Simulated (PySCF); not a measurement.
A structure optimised at PBE0-D3(BJ)/def2-SVP, used in a PySCF frequency run:

```xyz
9

C      1.4525     0.0000     0.8146
Se     0.0000     0.0000    -0.4717
C     -1.4525     0.0000     0.8146
H      1.4168    -0.9006     1.4437
H      2.3912     0.0000     0.2441
H      1.4168     0.9006     1.4437
H     -1.4168    -0.9006     1.4437
H     -2.3912     0.0000     0.2441
H     -1.4168     0.9006     1.4437
```
Charge 0, spin multiplicity 1.

**Question.** Write its SMILES, formula and point group.

**Answer.** C[Se]C, C2H6Se, C2v

**Question.** What are its rotational constants (standard atomic weights)?

**Answer.** 11.454, 6.8693, 4.5467 GHz
